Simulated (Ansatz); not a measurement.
Start from `[I][SnH2][I]` and change one atom or group to get `[F][SnH2][I]`.

Ansatz, PBE0-D4/def2-TZVP geometries, multiplicity 1. 

Elements past krypton have def2 core potentials.

```tsv
property	`[I][SnH2][I]`
LUMO energy (PBE/def2-TZVPP) / eV	-2.93
HOMO–LUMO gap (B3LYP/def2-TZVPP) / eV	5.02
HOMO energy (B3LYP/def2-TZVPP) / eV	-7.43
HOMO energy (PBE0/def2-TZVPP) / eV	-7.68
size of the dipole moment (PBE/def2-TZVPP) / D	1.51
ideal-gas entropy at 298 K and 1 bar (rigid rotor, harmonic PBE0-D4/def2-TZVP) / J/(mol·K)	354
```

**Question.** What does the change do to each property? (Estimate.)

**Answer.** The calculation gave: 
| property | `[F][SnH2][I]` | shift |
| --- | --- | --- |
| LUMO energy (PBE/def2-TZVPP) / eV | -2.53 | 0.40 |
| HOMO–LUMO gap (B3LYP/def2-TZVPP) / eV | 5.71 | 0.69 |
| HOMO energy (B3LYP/def2-TZVPP) / eV | -7.69 | -0.26 |
| HOMO energy (PBE0/def2-TZVPP) / eV | -7.94 | -0.26 |
| size of the dipole moment (PBE/def2-TZVPP) / D | 2.41 | 0.90 |
| ideal-gas entropy at 298 K and 1 bar (rigid rotor, harmonic PBE0-D4/def2-TZVP) / J/(mol·K) | 329 | -25 |

With PBE0 the HOMO falls by 0.26 eV and the LUMO rises by 0.45 eV, so the gap widens by about 0.71 eV. PBE moves the HOMO by -0.21 eV and ωB97M-V by -0.31 eV. Dipoles are sizes alone; their direction can turn. Modes under 60 cm⁻¹, often nearly free rotors, make the harmonic entropy too high.

B3LYP here is the variant with VWN-RPA as its local correlation; programs differ in this.

Spin–orbit coupling is left out; it splits and shifts lone-pair levels of the heavy atoms by tenths of an eV.
